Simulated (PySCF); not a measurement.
B-trichloroborazine (B3Cl3H3N3), SMILES ClB1NB(Cl)NB(Cl)N1.

Geometry: B3LYP-D3(BJ)/def2-SVP.

Calculation: PBE/def2-SVP (PySCF).

Isolated molecule, no solvent.

```json
{
 "total_energy": "-1620.14724 hartree",
 "point_group": "D3h",
 "highest_occupied_level": "-6.98 eV",
 "lowest_empty_level": "-0.66 eV",
 "orbital_gap": "6.32 eV",
 "dipole_moment": "0.00 D",
 "quadrupole, principal values (traceless, Buckingham form, about the centre of nuclear charge)": "-0.17, -0.17, 0.34 D·Å",
 "mean_static_polarisability": "80.2 bohr³ (11.89 Å³)",
 "polarisability_principal_values": "45.4, 97.7, 97.7 bohr³"
}
```
